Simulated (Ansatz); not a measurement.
hydrogen fluoride (hydrogen fluoride), singlet, geometry from GFN2-xTB. Base run: Ansatz (an electronic-structure program) with CCSD/def2-TZVP.

Input for Ansatz:
Ansatz 0.2 input:
```yaml
crystal:
  periodic: [false, false, false]
  atoms:
    - {symbol: F, position_ang: [-0.00000000, -0.00000000, -0.09325170]}
    - {symbol: H, position_ang: [0.00000000, 0.00000000, 0.83926531]}
basis:
  gaussian:
    orbitals: def2-TZVP
magnetization: {spin_polarized: false}
correlation: {method: ccsd}
```

Each row names what was changed in the base input (with any setting that the change needs).

```json
[
 {"change": "base", "ΔE vs base (mEh)": "0.000", "MP2 correlation (Eh)": "-0.26782", "CC correlation without the perturbative part (Eh)": "-0.27052", "basis functions": "37"},
 {"change": "fitting = cc-pVTZ-JKFIT (mean field), cc-pVTZ-RIFIT (correlation)", "ΔE vs base (mEh)": "-0.117", "MP2 correlation (Eh)": "-0.26775", "CC correlation without the perturbative part (Eh)": "-0.27065", "basis functions": "37"},
 {"change": "method = ccsd_t", "ΔE vs base (mEh)": "-5.956", "MP2 correlation (Eh)": "-0.26782", "CC correlation without the perturbative part (Eh)": "-0.27052", "basis functions": "37"},
 {"change": "diis_vectors = 2", "ΔE vs base (mEh)": "0.000", "MP2 correlation (Eh)": "-0.26782", "CC correlation without the perturbative part (Eh)": "-0.27052", "basis functions": "37"},
 {"change": "electrons = outside_noble_gas", "ΔE vs base (mEh)": "0.000", "MP2 correlation (Eh)": "-0.26782", "CC correlation without the perturbative part (Eh)": "-0.27052", "basis functions": "37"},
 {"change": "method = bccd", "ΔE vs base (mEh)": "0.351", "MP2 correlation (Eh)": "-0.26782", "CC correlation without the perturbative part (Eh)": "-0.27017", "basis functions": "37"},
 {"change": "diis_vectors = 4", "ΔE vs base (mEh)": "0.000", "MP2 correlation (Eh)": "-0.26782", "CC correlation without the perturbative part (Eh)": "-0.27052", "basis functions": "37"},
 {"change": "method = mp2", "ΔE vs base (mEh)": "___", "MP2 correlation (Eh)": "-0.26782", "CC correlation without the perturbative part (Eh)": "-", "basis functions": "37"},
 {"change": "method = bccd_t", "ΔE vs base (mEh)": "-5.977", "MP2 correlation (Eh)": "-0.26782", "CC correlation without the perturbative part (Eh)": "-0.27017", "basis functions": "37"},
 {"change": "accuracy = high", "ΔE vs base (mEh)": "-0.001", "MP2 correlation (Eh)": "-0.26782", "CC correlation without the perturbative part (Eh)": "-0.27052", "basis functions": "37"}
]
```

Q: What belongs in the gaps?

A: 
- method = mp2, ΔE vs base (mEh): 2.707
